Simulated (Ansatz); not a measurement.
C₂H₈OSi₂, SMILES `[SiH3]C[SiH]1CO1`. Charge 0, multiplicity 1. Geometry: relaxed with PBE0-D4/def2-TZVP. It is one conformer, not always the lowest.

```xyz
13

Si    0.235    1.195    1.661
C     0.843    0.745   -0.058
Si    0.313   -0.938   -0.612
C    -1.284   -1.274   -1.381
O    -0.061   -1.179   -2.212
H     0.583    0.117    2.625
H     0.858    2.463    2.123
H    -1.242    1.358    1.646
H     0.466    1.483   -0.773
H     1.937    0.797   -0.070
H     1.077   -2.020    0.048
H    -1.998   -0.481   -1.597
H    -1.727   -2.267   -1.400
```

(1) What is the dipole moment at ωB97M-V/def2-TZVPP? (Estimate.)

(2) And with PBE, r2SCAN, B3LYP? (An estimate is asked.)

(3) Give the Mulliken charges with ωB97M-V, r2SCAN, B3LYP in def2-TZVPP. (Best estimate.)

## Answers

(1) Ansatz gave: 1.86 D, with components (0.35, 0.96, 1.55) D in this frame, pointing from negative to positive charge.

(2) The calculation gave: PBE 1.59 D, r2SCAN 1.67 D, B3LYP 1.82 D.

(3) Computed: 
```json
{"atom": "Si1", "ωB97M-V": "0.16", "r2SCAN": "0.28", "B3LYP": "0.25"}
{"atom": "C2", "ωB97M-V": "-0.42", "r2SCAN": "-0.32", "B3LYP": "-0.33"}
{"atom": "Si3", "ωB97M-V": "0.45", "r2SCAN": "0.48", "B3LYP": "0.45"}
{"atom": "C4", "ωB97M-V": "-0.19", "r2SCAN": "-0.08", "B3LYP": "-0.13"}
{"atom": "O5", "ωB97M-V": "-0.40", "r2SCAN": "-0.41", "B3LYP": "-0.41"}
{"atom": "H6", "ωB97M-V": "-0.02", "r2SCAN": "-0.07", "B3LYP": "-0.06"}
{"atom": "H7", "ωB97M-V": "-0.02", "r2SCAN": "-0.07", "B3LYP": "-0.06"}
{"atom": "H8", "ωB97M-V": "-0.02", "r2SCAN": "-0.06", "B3LYP": "-0.06"}
{"atom": "H9", "ωB97M-V": "0.14", "r2SCAN": "0.10", "B3LYP": "0.12"}
{"atom": "H10", "ωB97M-V": "0.13", "r2SCAN": "0.09", "B3LYP": "0.11"}
{"atom": "H11", "ωB97M-V": "-0.03", "r2SCAN": "-0.09", "B3LYP": "-0.08"}
{"atom": "H12", "ωB97M-V": "0.11", "r2SCAN": "0.07", "B3LYP": "0.10"}
{"atom": "H13", "ωB97M-V": "0.11", "r2SCAN": "0.07", "B3LYP": "0.10"}
```

B3LYP here is the variant with VWN-RPA as its local correlation; programs differ in this.
